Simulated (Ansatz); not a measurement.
C₃H₈BeS (SMILES C[CH](C)[Be][SH]), singlet, geometry from GFN2-xTB (such geometries of metal compounds can be far from the true shape), with bond 10-4 at 1.4 times its length; CASSCF(2,2)/STO-3G run with Ansatz (a program for electronic structure).

Here is a job for Ansatz.
Ansatz 0.2 input:
```yaml
crystal:
  periodic: [false, false, false]
  atoms:
    - {symbol: Be, position_ang: [0.16770563, 0.25449080, 0.50678139]}
    - {symbol: C, position_ang: [-0.83646507, -0.92134160, -0.29950156]}
    - {symbol: C, position_ang: [-0.17598178, -2.26730557, -0.64741984]}
    - {symbol: C, position_ang: [-1.37058326, -0.29600614, -1.60492481]}
    - {symbol: H, position_ang: [-1.73374340, -1.18905576, 0.27401812]}
    - {symbol: H, position_ang: [-0.88006404, -2.90657941, -1.18207034]}
    - {symbol: H, position_ang: [0.69522125, -2.12613423, -1.28251939]}
    - {symbol: H, position_ang: [0.14072949, -2.79082566, 0.25140436]}
    - {symbol: H, position_ang: [-1.91905754, 0.62286150, -1.40851829]}
    - {symbol: H, position_ang: [-2.31636054, -1.26992012, -2.30500070]}
    - {symbol: H, position_ang: [-0.56027092, -0.06655695, -2.29343016]}
    - {symbol: S, position_ang: [1.13214991, 1.75488180, 1.17762863]}
    - {symbol: H, position_ang: [1.81628341, 1.25979757, 2.18798826]}
basis:
  gaussian:
    orbitals: STO-3G
hamiltonian:
  xc: hf
magnetization: {spin_polarized: false}
correlation: {active_space: {window: {electrons: 2, orbitals: 2}}}
```

### Question
What does Ansatz print? Leave out banner, timings and long lists.

### Answer

```
Functional definition: HF
477 factors; integrals over basis functions are off by at most 2.8e-4 eV
mean field evaluation 1: about -14268.6556 eV, gradient 1.8e1 eV
mean field evaluation 2: about -14269.5603 eV, gradient 1.8e1 eV
mean field evaluation 4: about -14271.2199 eV, gradient 1.5e0 eV
mean field evaluation 8: about -14271.2377 eV, gradient 2.0e-1 eV
mean field -14271.23811759 eV, -524.4583274288 hartree, gradient 1.7e-6 eV, S^2 0.000000; 0 other end points of the search recorded, 0 dependent functions left out
reference -14271.23811759 eV, -524.4583274288 hartree; 23, 23 occupied and 14, 14 virtual orbitals, 477 factors
state -14272.31813660 eV, -524.4980173954 hartree
Total energy: -14272.31813660 eV, -524.4980173954 hartree
```
